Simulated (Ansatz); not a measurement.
Mulliken charges of CH4BBrO, SMILES `OCBBr` from B3LYP/def2-TZVPP in Ansatz (PBE0-D4/def2-TZVP geometry).

| atom | x (Å) | y (Å) | z (Å) | charge (e) |
| --- | --- | --- | --- | --- |
| O1 | -0.066 | 1.517 | -0.435 | -0.346 |
| C2 | 0.534 | 0.404 | 0.171 | 0.085 |
| B3 | -0.176 | -0.970 | 0.138 | -0.026 |
| Br4 | -1.867 | -1.159 | -0.730 | -0.106 |
| H5 | -0.904 | 1.237 | -0.820 | 0.188 |
| H6 | 0.737 | 0.619 | 1.236 | 0.073 |
| H7 | 1.540 | 0.238 | -0.255 | 0.072 |
| H8 | 0.293 | -1.942 | 0.639 | 0.061 |

Q: By hand: the dipole of these point charges (1 e Å = 4.8032 D).

A: Σ q r = (0.283, -0.166, 0.196) e Å, of length 0.382 e Å = 1.83 D.

Q: How does the dipole of the full density compare? (Best estimate.)

A: Computed: (0.053, -0.241, 0.089) e Å, 1.26 D; the point charges give 1.45 times that, at 44° from its direction.

Point charges leave out the atoms' own dipoles, such as those of lone pairs, and Mulliken's split depends on the basis, so the two needn't agree.

B3LYP here is the variant with VWN-RPA as its local correlation; programs differ in this.
